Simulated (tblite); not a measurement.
Compound: C8H8N2.
Numbering: `[NH2:1][c:2]1[cH:3][cH:4][c:5]2[cH:6][nH:7][cH:8][c:9]2[cH:10]1` (hydrogens: H11, H12 on N1; H13 on C3; H14 on C4; H15 on C6; H16 on N7; H17 on C8; H18 on C10)

A start from a force field or distance geometry was refined with tblite 0.8.0, GFN2-xTB geometry optimisation, gas phase. Values at the start:

| coordinate | start |
| --- | --- |
| N1–C2 | 1.381 Å |
| N1–H11 | 1.019 Å |
| C2–C3 | 1.450 Å |
| C2–C10 | 1.419 Å |
| C3–C4 | 1.407 Å |
| C3–H13 | 1.098 Å |
| C4–C5 | 1.385 Å |
| C4–H14 | 1.085 Å |
| C5–C6 | 1.368 Å |
| C5–C9 | 1.417 Å |
| C6–N7 | 1.387 Å |
| N7–C8 | 1.381 Å |
| C8–C9 | 1.375 Å |
| C8–H17 | 1.078 Å |
| C9–C10 | 1.399 Å |
| C10–H18 | 1.073 Å |
| N1–C2–C10 | 118.5° |
| C2–C3–C4 | 125.6° |
| C2–C10–C9 | 111.1° |
| C3–C4–C5 | 110.0° |
| C4–C5–C6 | 126.4° |
| C4–C5–C9 | 125.7° |
| C5–C9–C10 | 125.2° |
| C8–C9–C10 | 126.3° |

Q: How do these coordinates change at the GFN2-xTB level?

A: 
```csv
coordinate,GFN2-xTB (Å or °),change
C2–C10,1.372,-0.047
C3–C4,1.361,-0.046
C6–N7,1.353,-0.034
C2–C3,1.423,-0.027
C4–C5,1.409,+0.024
N7–C8,1.358,-0.023
C5–C9,1.438,+0.021
C5–C6,1.386,+0.018
C3–H13,1.082,-0.016
N1–H11,1.008,-0.011
N1–C2,1.391,+0.010
C8–C9,1.385,+0.010
C9–C10,1.408,+0.009
C10–H18,1.081,+0.008
C8–H17,1.071,-0.007
C4–H14,1.080,-0.005
C3–C4–C5,118.9,+8.9
C2–C10–C9,119.0,+7.9
C4–C5–C6,133.6,+7.2
C8–C9–C10,133.2,+6.9
C4–C5–C9,119.5,-6.2
C5–C9–C10,120.2,-5.0
C2–C3–C4,122.0,-3.6
N1–C2–C10,121.2,+2.7
```

The energy falls by 12.0 kcal/mol over 45 L-BFGS steps, the largest force on an atom goes from 3.39 to 0.009 eV/Å, and the atoms move by 0.088 Å rms after alignment. Among the bonds, C3–C4 and C2–C10 change most and about equally (-0.047 to -0.046 Å). Bonds longer at the end by more than 0.005 Å: 7 of 19; shorter: 8. Among the dihedrals that turn most is H11–N1–C2–C10, from 176° to 156°. Rotational constants go from 3355, 1088, 821.4 to 3553, 1045, 808.1 MHz.

Its GFN2-xTB frequencies are all real (lowest 134 cm⁻¹).

The numbers are calculated, not measured.
